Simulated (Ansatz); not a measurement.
Start from `C[O][W](=[O])([F])=[S]` and change one atom or group to get `[O]=[W]([F])(=[S])[Cl]`.

Ansatz, PBE0-D4/def2-TZVP geometries, multiplicity 1. Each molecule was computed in one conformer, which needn't be the lowest.

Elements past krypton have def2 core potentials.

```json
{"property": "size of the dipole moment (ωB97M-V/def2-TZVPP) / D", "`C[O][W](=[O])([F])=[S]`": "3.87"}
{"property": "size of the dipole moment (PBE/def2-TZVPP) / D", "`C[O][W](=[O])([F])=[S]`": "3.84"}
{"property": "HOMO–LUMO gap (ωB97M-V/def2-TZVPP) / eV", "`C[O][W](=[O])([F])=[S]`": "9.60"}
{"property": "LUMO energy (PBE/def2-TZVPP) / eV", "`C[O][W](=[O])([F])=[S]`": "-3.08"}
{"property": "size of the dipole moment (B3LYP/def2-TZVPP) / D", "`C[O][W](=[O])([F])=[S]`": "3.91"}
{"property": "HOMO–LUMO gap (PBE0/def2-TZVPP) / eV", "`C[O][W](=[O])([F])=[S]`": "5.43"}
```

(1) What does the change do to each property? (An estimate is asked.)

## Answers

(1) Ansatz gave: 
```tsv
property	`[O]=[W]([F])(=[S])[Cl]`	shift
size of the dipole moment (ωB97M-V/def2-TZVPP) / D	1.38	-2.49
size of the dipole moment (PBE/def2-TZVPP) / D	1.35	-2.49
HOMO–LUMO gap (ωB97M-V/def2-TZVPP) / eV	9.19	-0.41
LUMO energy (PBE/def2-TZVPP) / eV	-3.93	-0.85
size of the dipole moment (B3LYP/def2-TZVPP) / D	1.40	-2.51
HOMO–LUMO gap (PBE0/def2-TZVPP) / eV	5.03	-0.40
```

With PBE0 the HOMO falls by 0.47 eV and the LUMO falls by 0.87 eV, so the gap narrows by about 0.40 eV. PBE moves the HOMO by -0.47 eV and ωB97M-V by -0.46 eV. The zero-point energy changes by -106.7 kJ/mol with -12 modes. Dipoles are sizes alone; their direction can turn.

B3LYP here is the variant with VWN-RPA as its local correlation; programs differ in this.
